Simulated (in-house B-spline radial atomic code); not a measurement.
**RPA and G0W0 on Hartree-Fock: Co¹⁵⁺**

Configuration [Ne] 3s2, mean-field start Hartree-Fock. Computed with an all-electron radial atomic-structure program (B-spline basis): all electrons, scalar-relativistic (spin-free one-electron X2C), finite nucleus, each spin shell either full or empty, empty states to l = 9 with an (l + 1/2)⁻⁴ tail; G0W0 by contour deformation at full frequency.

Command:
```bash
python run_gw.py task.json out
```
Settings (radii: box in bohr, nucleus in fm):
```
Z                        27
electrons                12
configuration            [Ne] 3s2
hamiltonian              x2c
method                   hf
lmax                     9
rms_radius               3.7875
spin_polarised           False
box_radius               5
intervals                65
ion_configuration        [Ne] 3s1
```

Cost of the run: 3.6 s on 1 thread of Arm Neoverse N1, on a shared host.

Energies (hartree):

```tsv
term	value
mean-field total	-1285.72039
Hartree-Fock functional on these orbitals	-1285.72039
direct second order	-0.83969
second-order exchange	0.30659
SOSEX correction	0.2877
```

Task: What is the RPA correlation energy, and what remains with SOSEX?

Result: RPA gives -0.78287 hartree (-1.78 eV per electron); RPA + SOSEX gives -0.49517, and the second-order doubles (MP2) -0.5331 hartree. SOSEX takes back 37 % of the RPA value.

Quasi-particle levels (eV):

| level | occupied | mean field | Σx - vxc | Σc | QP weight | G0W0 |
| --- | --- | --- | --- | --- | --- | --- |
| 3s | yes | -508.61 | 0.00 | ? | ? | ? |
| 2p | yes | -1309.49 | 0.00 | 3.05 | 0.990 | -1306.44 |
| 2s | yes | -1450.13 | 0.00 | 1.20 | 0.915 | -1448.93 |
| 1s | yes | -8285.45 | 0.00 | 22.64 | 0.978 | -8262.81 |
| 3p | no | -440.37 | 0.00 | -2.18 | 0.982 | -442.55 |

G0W0 = mean field + (Σx - vxc) + Σc, with Σc (partial-wave tail included) taken at the quasi-particle energy.

Task: Where does G0W0 put 3s?

Result: At -511.86 eV, with Σc = -3.25 eV and a quasi-particle weight of 0.984. The tabulated removal energy is 511.96 ± 0.06 eV (NIST, semi-empirical); the calculation leaves out spin-orbit coupling, Breit and QED terms, and what these don't explain is the method's own error.

Task: What does it cost to remove one electron (to [Ne] 3s1) by differences of total energies, each species on its own start (correlation terms add to the Hartree-Fock functional)?

Result: Hartree-Fock functional 508.43 eV, + RPA 511.36 eV, + RPA + SOSEX 510.54 eV, + second order 510.99 eV. Tabulated: 511.96 ± 0.06 eV (NIST, semi-empirical); the calculation leaves out spin-orbit coupling, Breit and QED terms, and what these don't explain is the method's own error.
